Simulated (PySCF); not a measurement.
**RhF₃, singlet: molecular constants**

These are results of PBE0/[Rh def2-SVP with ECP28, F def2-SVP], scalar-relativistic core potentials, density fitting, no spin–orbit coupling, PySCF, not measurements.

The structure is a saddle point with 1 imaginary mode.

```xyz
4
charge 0 multiplicity 1, angstrom
Rh    0.0000    0.0000   -0.2075
F     0.0000    0.0000    1.6670
F     1.8129    0.0000   -0.2694
F    -1.8129    0.0000   -0.2694
```

- Point group: C2v
- Bond lengths: Rh–F 1.814 Å (×2), Rh–F 1.875 Å
- Bond angles: F–Rh–F 92.0° (×2), F–Rh–F 176.1°
- Dipole moment: 3.39 D
- Atomisation energy without zero-point energy: 915 kJ/mol
- Lowest empty level: -6.66 eV
- Principal polarisabilities: 20.5, 27.5, 39.8 bohr³
- Zero-point energy (real modes): 14.9 kJ/mol
- Highest occupied level: -8.92 eV
- Rotational constants: 0.281, 0.135, 0.09119 cm⁻¹
- Principal quadrupole moments (Buckingham, traceless) about the centre of mass: -6.13, 0.80, 5.33 D Å

Harmonic modes (masses in u: Rh 102.906, F 18.998):
| symmetry | ω (cm⁻¹) | IR (km/mol) |
| --- | --- | --- |
| b1 | 350i | – |
| b2 | 168 | 3.8 |
| a1 | 277 | 5.6 |
| a1 | 629 | 31.3 |
| a1 | 669 | 2.5 |
| b2 | 744 | 165 |

In C2v the vibrations span b1 + 2b2 + 3a1. Here b1 is antisymmetric to the molecular plane and b2 lies in it.

Charges (e):
| atom | Mulliken | Löwdin | polar tensor | Mayer order to Rh1 |
| --- | --- | --- | --- | --- |
| Rh1 | 0.94 | 0.32 | 1.54 | – |
| F2 | -0.33 | -0.15 | -0.46 | 0.99 |
| F3,4 | -0.30 | -0.08 | -0.54 | 1.06 |

Mulliken populations on Rh1 (electrons outside its core potential): s 2.40, p 6.35, d 7.30, f 0.02.

Other isomers or separated fragments may lie lower. At this level a triplet minimum of C2v symmetry lies 122 kJ/mol below this structure.

The final relaxation and frequency run took of the order of 50 core-seconds on a shared host.
